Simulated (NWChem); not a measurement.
The numbers come from NWChem runs, not from measurements. System: H₂ClSi, charge 1, spin multiplicity 1, at the geometry of a parent with another charge or spin, in a state set for the comparison that need not be this species' ground state. Level: CCSD(T)/def2-TZVP, 10 core orbitals frozen.

Job file:

```
start mol
memory heap 100 mb stack 700 mb global 1900 mb
charge 1
geometry units angstroms nocenter noautoz
  Si    -0.293030    -0.994464     0.000000
  Cl     0.210524     1.011539     0.000000
  H      0.261754    -1.636828    -1.232154
  H      0.261754    -1.636828     1.232154
  symmetry group Cs
end
basis spherical
  * library def2-tzvp
end
scf
  rhf
  nopen 0
  maxiter 100
  thresh 1e-7
  semidirect memsize 60000000 filesize 0
end
tce
  freeze core 10
  ccsd(t)
  2eorb
  2emet 13
  thresh 1e-6
  maxiter 100
  tilesize 24
end
task tce energy
```

Part of the output:

```
             Northwest Computational Chemistry Package (NWChem) 7.3.0
             --------------------------------------------------------

                                NWChem Input Module
                                -------------------

 Scaling coordinates for geometry "geometry" by  1.889725989
 (inverse scale =  0.529177249)

 Turning off AUTOSYM since
 SYMMETRY directive was detected!

                             Geometry "geometry" -> ""
                             -------------------------

 Output coordinates in angstroms (scale by  1.889725989 to convert to a.u.)

  No.       Tag          Charge          X              Y              Z
 ---- ---------------- ---------- -------------- -------------- --------------
    1 Si                  14.0000    -0.29303000    -0.99446400     0.00000000
    2 Cl                  17.0000     0.21052400     1.01153900     0.00000000
    3 H                    1.0000     0.26175400    -1.63682800    -1.23215400
    4 H                    1.0000     0.26175400    -1.63682800     1.23215400

 Effective nuclear repulsion energy (a.u.)      77.1708425902

            Nuclear Dipole moment (a.u.)
            ----------------------------
        X                 Y               Z
 ---------------- ---------------- ----------------
    -0.0000075589     0.0000207870     0.0000000000

      Symmetry information
      --------------------

 Group name             Cs
 Group number              2
 Group order               2
 No. of unique centers     3

      Symmetry unique atoms

     1    2    3


 Summary of "ao basis" -> "" (spherical)
 ------------------------------------------------------------------------------
       Tag                 Description            Shells   Functions and Types
 ---------------- ------------------------------  ------  ---------------------
 *                         def2-tzvp                  on all atoms

 Summary of "ao basis" -> "ao basis" (spherical)
 ------------------------------------------------------------------------------
       Tag                 Description            Shells   Functions and Types
 ---------------- ------------------------------  ------  ---------------------
 Si                        def2-tzvp                13       37   5s5p2d1f
 Cl                        def2-tzvp                13       37   5s5p2d1f
 H                         def2-tzvp                 4        6   3s1p

                                 NWChem SCF Module
                                 -----------------

  ao basis        = "ao basis"
  functions       =    86
  atoms           =     4
  closed shells   =    16
  open shells     =     0
  charge          =   1.00
  wavefunction    = RHF
  use symmetry    = T
  symmetry adapt  = T

 Summary of "ao basis" -> "ao basis" (spherical)
 ------------------------------------------------------------------------------
       Tag                 Description            Shells   Functions and Types
 ---------------- ------------------------------  ------  ---------------------
 Si                        def2-tzvp                13       37   5s5p2d1f
 Cl                        def2-tzvp                13       37   5s5p2d1f
 H                         def2-tzvp                 4        6   3s1p

      Symmetry analysis of basis
      --------------------------

        a'         56
        a"         30

 Forming initial guess at       0.0s

      Superposition of Atomic Density Guess
      -------------------------------------

 Sum of atomic energies:        -749.31271750

 Renormalizing density from      33.00 to     32

      Non-variational initial energy
      ------------------------------

 Total energy =    -735.230440
 1-e energy   =   -1154.028951
 2-e energy   =     341.627668
 HOMO         =      -0.692751
 LUMO         =      -0.453381

      Symmetry analysis of molecular orbitals - initial
      -------------------------------------------------

  Numbering of irreducible representations:

     1 a'          2 a"

  Orbital symmetries:

     1 a'          2 a'          3 a'          4 a'          5 a"
     6 a'          7 a'          8 a'          9 a"         10 a'
    11 a'         12 a'         13 a'         14 a"         15 a'
    16 a"         17 a'         18 a'         19 a'         20 a"
    21 a'         22 a"         23 a'         24 a'         25 a"
    26 a'

 Starting SCF solution at       0.4s

 ----------------------------------------------
         Quadratically convergent ROHF

 Convergence threshold     :          1.000E-07
 Maximum no. of iterations :          100
 Final Fock-matrix accuracy:          1.000E-09
 ----------------------------------------------

              iter       energy          gnorm     gmax       time
             ----- ------------------- --------- --------- --------
                 1     -749.1071400693  2.77D+00  7.22D-01      0.4
                 2     -749.2772969669  5.81D-01  1.42D-01      0.5
                 3     -749.3030778625  2.85D-01  7.77D-02      0.5
                 4     -749.3063572252  1.83D-02  4.80D-03      0.6
                 5     -749.3064213874  2.02D-04  5.71D-05      0.7
                 6     -749.3064213939  1.54D-08  5.38D-09      0.9

       Final RHF  results
       ------------------

         Total SCF energy =   -749.306421393945
      One-electron energy =  -1182.235403104261
      Two-electron energy =    355.758139120087
 Nuclear repulsion energy =     77.170842590229

        Time for solution =      0.5s

       Symmetry analysis of molecular orbitals - final
       -----------------------------------------------
[...]
    21 a'         22 a"         23 a'         24 a'         25 a"
    26 a'

             Final eigenvalues
             -----------------

              1
    1 -105.0816
    2  -69.1504
    3  -10.8076
    4   -8.2738
    5   -8.2728
    6   -8.2725
    7   -6.4903
    8   -4.5966
    9   -4.5941
   10   -4.5936
   11   -1.3320
   12   -0.9590
   13   -0.7773
   14   -0.7655
   15   -0.7055
   16   -0.6869
   17   -0.2858
   18   -0.1119
   19   -0.0658
   20   -0.0546
   21    0.0448
   22    0.0532
   23    0.0614
   24    0.0822
   25    0.0965
   26    0.1064

                       ROHF Final Molecular Orbital Analysis
                       -------------------------------------

 Vector   14  Occ=2.000000D+00  E=-7.655223D-01  Symmetry=a'
              MO Center=  1.1D-01,  2.2D-01,  4.8D-15, r^2= 2.6D+00
   Bfn.  Coefficient  Atom+Function         Bfn.  Coefficient  Atom+Function
  ----- ------------  ---------------      ----- ------------  ---------------
    53      0.410674  2 Cl py                16     -0.284793  1 Si py
    56      0.186679  2 Cl py                50      0.182219  2 Cl py

 Vector   15  Occ=2.000000D+00  E=-7.055093D-01  Symmetry=a'
              MO Center=  1.3D-01,  8.1D-01,  2.4D-15, r^2= 1.4D+00
   Bfn.  Coefficient  Atom+Function         Bfn.  Coefficient  Atom+Function
  ----- ------------  ---------------      ----- ------------  ---------------
    52      0.501893  2 Cl px                55      0.274417  2 Cl px
    49      0.222182  2 Cl px                53     -0.189169  2 Cl py
    43     -0.178671  2 Cl px

 Vector   16  Occ=2.000000D+00  E=-6.869098D-01  Symmetry=a"
              MO Center=  1.7D-01,  4.3D-01, -3.4D-14, r^2= 2.4D+00
   Bfn.  Coefficient  Atom+Function         Bfn.  Coefficient  Atom+Function
  ----- ------------  ---------------      ----- ------------  ---------------
    54      0.510427  2 Cl pz                57      0.289555  2 Cl pz
    51      0.231139  2 Cl pz                45     -0.182322  2 Cl pz

 Vector   17  Occ=0.000000D+00  E=-2.857593D-01  Symmetry=a'
              MO Center= -7.1D-01, -9.3D-01,  5.3D-14, r^2= 2.7D+00
   Bfn.  Coefficient  Atom+Function         Bfn.  Coefficient  Atom+Function
  ----- ------------  ---------------      ----- ------------  ---------------
     5      0.431448  1 Si s                 15     -0.431164  1 Si px
    18     -0.349230  1 Si px                 4      0.231843  1 Si s
    55      0.202791  2 Cl px                52      0.172581  2 Cl px

 Vector   18  Occ=0.000000D+00  E=-1.119016D-01  Symmetry=a'
              MO Center= -3.6D-01, -1.1D+00, -1.6D-13, r^2= 4.4D+00
   Bfn.  Coefficient  Atom+Function         Bfn.  Coefficient  Atom+Function
  ----- ------------  ---------------      ----- ------------  ---------------
    19      0.973021  1 Si py                42     -0.524466  2 Cl s
    56      0.297362  2 Cl py                16      0.248518  1 Si py
    77      0.232348  3 H  s                 83      0.232348  4 H  s
     4      0.203276  1 Si s                 53      0.176630  2 Cl py

 Vector   19  Occ=0.000000D+00  E=-6.583468D-02  Symmetry=a"
              MO Center= -6.9D-01, -8.1D-01, -9.5D-14, r^2= 4.2D+00
   Bfn.  Coefficient  Atom+Function         Bfn.  Coefficient  Atom+Function
  ----- ------------  ---------------      ----- ------------  ---------------
    20      1.550730  1 Si pz                77      1.129415  3 H  s
    83     -1.129415  4 H  s                 57     -0.337537  2 Cl pz
    17      0.216969  1 Si pz                29      0.206197  1 Si d  1

 center of mass
 --------------
 x =  -0.00897987 y =   0.12366243 z =   0.00000000

 moments of inertia (a.u.)
 ------------------
         255.798434160843         -52.694724806371           0.000000000000
         -52.694724806371          25.529244796986           0.000000000000
           0.000000000000           0.000000000000         259.471573748392

  Mulliken analysis of the total density
  --------------------------------------

    Atom       Charge   Shell Charges
 -----------   ------   -------------------------------------------------------
    1 Si  14    13.28   2.00  0.59  1.39  0.95  0.34  4.11  1.73  0.46  1.17  0.18  0.12  0.20  0.04
    2 Cl  17    17.04   2.01  0.45  1.52  1.11  0.85  4.18  1.69  1.04  2.86  1.28  0.01  0.04  0.00
    3 H    1     0.84   0.22  0.51  0.10  0.01
    4 H    1     0.84   0.22  0.51  0.10  0.01

       Multipole analysis of the density wrt the origin
       ------------------------------------------------

     L   x y z        total         open         nuclear
     -   - - -        -----         ----         -------
     0   0 0 0      1.000000      0.000000     33.000000

     1   1 0 0     -0.838209      0.000000     -0.000008
     1   0 1 0     -1.864941      0.000000      0.000021
     1   0 0 1      0.000000      0.000000      0.000000

     2   2 0 0    -14.562296      0.000000      7.472839
     2   1 1 0      2.289939      0.000000     24.436870
     2   1 0 1     -0.000000      0.000000      0.000000
     2   0 2 0    -11.329737      0.000000    130.695320
     2   0 1 1     -0.000000      0.000000      0.000000
     2   0 0 2    -16.921281      0.000000     10.843205

                   NWChem Extensible Many-Electron Theory Module
                   ---------------------------------------------


            General Information
            -------------------
      Number of processors :     1
         Wavefunction type : Restricted Hartree-Fock
          No. of electrons :    32
           Alpha electrons :    16
            Beta electrons :    16
           No. of orbitals :   172
            Alpha orbitals :    86
             Beta orbitals :    86
        Alpha frozen cores :    10
         Beta frozen cores :    10
     Alpha frozen virtuals :     0
      Beta frozen virtuals :     0
         Spin multiplicity : singlet
    Number of AO functions :    86
       Number of AO shells :    34
        Use of symmetry is : on
      Symmetry adaption is : on
         Schwarz screening : 0.10D-09

          Correlation Information
          -----------------------
          Calculation type : Coupled-cluster singles & doubles w/ perturbation
   Perturbative correction : (T)
            Max iterations :      100
        Residual threshold : 0.10D-05
     T(0) DIIS level shift : 0.00D+00
     L(0) DIIS level shift : 0.00D+00
     T(1) DIIS level shift : 0.00D+00
     L(1) DIIS level shift : 0.00D+00
     T(R) DIIS level shift : 0.00D+00
     T(I) DIIS level shift : 0.00D+00
   CC-T/L Amplitude update :  5-th order DIIS
                I/O scheme : Global Array Library
        L-threshold :  0.10D-05
        EOM-threshold :  0.10D-05
 no EOMCCSD initial starts read in
 TCE RESTART OPTIONS
 SLICE:      F
 D4D5:       F
 quantumc:   F
 qrotation:  F
 pwtce:      F
 qducc:      F
 nacto:                         0
 nrotv:                         0
 nrot:                          0

            Memory Information
            ------------------
          Available GA space size is     249029404 doubles
          Available MA space size is     104852644 doubles

 Maximum block size supplied by input
 Maximum block size        24 doubles

 tile_dim =     22

 -------------------------------------------------
   1    alpha     a'     4 doubles       0       1
   2    alpha     a"     2 doubles       4       2
   3    beta      a'     4 doubles       6       1
   4    beta      a"     2 doubles      10       2
   5    alpha     a'    22 doubles      12       5
   6    alpha     a'    22 doubles      34       6
   7    alpha     a"    13 doubles      56       7
   8    alpha     a"    13 doubles      69       8
   9    beta      a'    22 doubles      82       5
  10    beta      a'    22 doubles     104       6
  11    beta      a"    13 doubles     126       7
  12    beta      a"    13 doubles     139       8

 Global array virtual files algorithm will be used

 Parallel file system coherency ......... OK

 4-electron integrals stored in orbital form

 v2    file size   =          3909638
 4-index algorithm nr.  13 is used
 imaxsize =       30
 imaxsize ichop =        0


CCSD iterations
 ---------------------------------------------------------
 Iter          Residuum       Correlation     Cpu    Wall
 ---------------------------------------------------------
    1   0.1472769743470  -0.2809798118502     0.2     0.2
    2   0.0408975828322  -0.3058314211988     0.2     0.2
    3   0.0149941246638  -0.3127966241967     0.2     0.2
    4   0.0068356289431  -0.3146530152442     0.2     0.2
    5   0.0034677519407  -0.3154048635052     0.2     0.2
    6   0.0015699555400  -0.3158469215566     0.2     0.2
    7   0.0011857141007  -0.3159141901011     0.2     0.2
    8   0.0007016163437  -0.3159365074133     0.2     0.2
    9   0.0005661771459  -0.3159403169128     0.2     0.2
   10   0.0003713803241  -0.3159526270711     0.2     0.2
   11   0.0000461180376  -0.3159710381346     0.2     0.2
   12   0.0000201185303  -0.3159749516087     0.2     0.2
   13   0.0000112131051  -0.3159756465415     0.2     0.2
   14   0.0000065156264  -0.3159757803432     0.2     0.2
   15   0.0000039262903  -0.3159757941071     0.2     0.2
   16   0.0000010200808  -0.3159757210329     0.2     0.2
   17   0.0000005747807  -0.3159757698071     0.2     0.2
 -----------------------------------------------------------------
 Iterations converged
 CCSD correlation energy / hartree =        -0.315975769807134
 CCSD total energy / hartree       =      -749.622397163752225

 Singles contributions

 Doubles contributions
 CCSD(T)
 Using plain CCSD(T) code
             total no. of tasks          160
 total no. of tasks / no. procs          160
                         wl_min        17576           5.1
                         wl_max       681472           9.4
        thresh for no. of tasks          160

 CCSD[T]  correction energy / hartree =        -0.014092052619471
 CCSD[T] correlation energy / hartree =        -0.330067822426605
 CCSD[T] total energy / hartree       =      -749.636489216371729
 CCSD(T)  correction energy / hartree =        -0.013580382075547
 CCSD(T) correlation energy / hartree =        -0.329556151882681
 CCSD(T) total energy / hartree       =      -749.635977545827814

 Task  times  cpu:       12.6s     wall:       12.6s

 Total times  cpu:       12.6s     wall:       12.6s
```
